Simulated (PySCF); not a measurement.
Exercise with solution: entropy of an ideal gas

TeHCl, SMILES Cl[TeH].

The structure is a stationary point at B3LYP-D3(BJ)/def2-TZVP. The def2 effective core potentials stand for the cores of Te; spin–orbit coupling is left out.

PySCF 2.14.0 with B3LYP-D3(BJ)/def2-TZVP gives the harmonic wavenumbers 361, 653, 2106 cm⁻¹ and the rotational temperatures 8.7837, 0.1562, 0.1534 K. The molar mass is 164.06 g/mol, the symmetry number 1, the spin multiplicity 1.

Work out the entropy at 298.15 K and 1 atm in the rigid-rotor, harmonic-oscillator model.


Translation (Sackur–Tetrode at 1 atm): S = R[1.5 ln M + 2.5 ln T − 1.16487] = 172.4 J/(mol K).
Rotation: q = (√π/σ) T^1.5/√(θA θB θC) = 19900, S = R[ln q + 3/2] = 94.8 J/(mol K).
Vibration: with u = 1.4388 ν/T, each mode gives R[u/(e^u − 1) − ln(1 − e^−u)]:
```tsv
ν (cm⁻¹)	modes	u	S (J/(mol K))
361	1	1.74	4.68
653	1	3.15	1.54
```
The stiffer modes add less than 0.005 each. Sum 6.2 J/(mol K).
Spin: R ln 1 = 0.0 J/(mol K).
Total 273.3 J/(mol K); the program's own thermochemistry gives 273.3. Translation makes up 63 % and vibration 2 %. Anharmonicity, hindered rotation and orbital degeneracy are left out.
